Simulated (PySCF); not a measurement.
## Working with the constants of ZnO⁻

r²SCAN0 constants of ZnO⁻, ²Σ⁺ (doublet), unpaired electrons σ ↑ (Zn def2-TZVPPD, O def2-TZVPPD; no relativity (PySCF 2.14); masses 63.9291 and 15.9949 u):

```
ωe   : 632.0 cm⁻¹
ωexe : 9.52 cm⁻¹
Be   : 0.42874 cm⁻¹
αe   : 0.00597 cm⁻¹
```

(1) What force constant and bond length do these constants imply?

(2) Estimate the centrifugal constant D from the Kratzer relation and find the Dunham coefficient a1.

The state was picked by a PBE0 search and need not be the measured ground state.

Answers

(1) Reduced mass μred = 12.794 u; k = 5.8918×10⁻⁷·μred·ωe² (u, cm⁻¹, mdyn/Å) = 3.01 mdyn/Å; Re = √(16.8576/(μred·Be)) (u, cm⁻¹, Å) = 1.753 Å.

(2) D = 4Be³/ωe² = 7.89e-07 cm⁻¹; a1 = −1 − αeωe/(6Be²) = -4.42.
